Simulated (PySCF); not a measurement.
C₂HF₅. Atoms are numbered in the order given.

```xyz
8

F      1.4541     0.0592    -1.0970
C      0.8558    -0.4383     0.0000
F      1.4541     0.0592     1.0970
C     -0.6141    -0.0027     0.0000
F     -0.7245     1.3219     0.0000
F     -1.2241    -0.4876     1.0838
F     -1.2241    -0.4876    -1.0838
H      0.9310    -1.5395     0.0000
```

Geometry optimised at ωB97X-D3(BJ)/def2-SVP.

Level of theory: CAM-B3LYP/def2-TZVP run with PySCF.

Isolated molecule, no solvent.

Computed frontier levels, gap, dipole moment and polarisability:
The highest occupied level is -12.12 eV and the lowest empty level is 2.21 eV. The orbital gap is 14.32 eV. The dipole moment is 1.56 D and the quadrupole, principal values (traceless, Buckingham form, about the centre of nuclear charge) is -2.66, -2.28, 4.94 D·Å. The mean static polarisability comes out as 28.0 bohr³ (4.15 Å³) and the polarisability, principal values is 27.2, 28.0, 28.8 bohr³.
